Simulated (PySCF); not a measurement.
A species of formula C5H4F2 has this rotational fingerprint, computed with PBE0-D3(BJ)/def2-SVP geometry optimisation, gas phase in PySCF:

| Property | Result |
| --- | --- |
| Rotational constants | A = 3572, B = 2422, C = 1457 MHz |
| Dipole components | \|μa\| = 0.05 D, \|μb\| = 0.11 D, \|μc\| = 0.00 D |
| Inertial defect | -3.41 u·Å² |
| κ | -0.09 |

Problem. Which structure is it? (One computed conformer of each.)
A. `[CH:1]#[C:2]/[C:3]([F:4])=[CH:5]\[CH2:6][F:7]` with C3–C5–C6–F7 -125°
B. `[F:1]/[CH:2]=[C:3](/[F:4])[C:5]1=[CH:6][CH2:7]1` with C2–C3–C5–C6 180°
C. `FC1=CCC=C1F`
D. `C1(CC=CC=1F)F`
E. `[F:1][CH:2]([F:3])[CH:4]=[C:5]1[CH:6]=[CH:7]1` with F1–C2–C4–C5 126°
F. `[CH2:1]=[C:2]1[CH:3]=[C:4]1[CH:5]([F:6])[F:7]` with C3–C4–C5–F6 -8°

Solution. B. It is F/C=C(/F)C1=CC1, an asymmetric top, point group Cs. The candidates at the same level (rigid rotor, commonest isotopes):

```tsv
SMILES	A (MHz)	B (MHz)	C (MHz)	μa (D)	μb (D)	μc (D)	Δ (u·Å²)	point group	rotor
FC(F)C=C1C=C1	7071	1363	1299	4.75	0.06	0.93	-53.09	near Cs	near-prolate asymmetric top
FC1=C(F)CC=C1	3615	3170	1707	2.35	0.57	0.00	-3.16	Cs	asymmetric top
F/C=C(/F)C1=CC1	3572	2422	1457	0.05	0.11	0.00	-3.41	Cs	asymmetric top
C=C1C=C1C(F)F	5736	1699	1368	0.12	1.42	0.90	-16.12	C1	asymmetric top
FC1=CCC=C1F	3737	3144	1726	2.50	0.00	0.00	-3.14	C2v	asymmetric top
C#C/C(F)=C\CF	3972	1658	1225	0.64	1.40	1.26	-19.64	C1	asymmetric top
```

`C#C/C(F)=C\CF` has B 32 % too low; `FC1=C(F)CC=C1` has B 31 % too high; `FC(F)C=C1C=C1` has A 98 % too high; `FC1=CCC=C1F` has B 30 % too high; `C=C1C=C1C(F)F` has A 61 % too high. In the right answer the mirror of this Cs structure is the ab plane, so μc vanishes by symmetry. No structure here is proved a minimum.
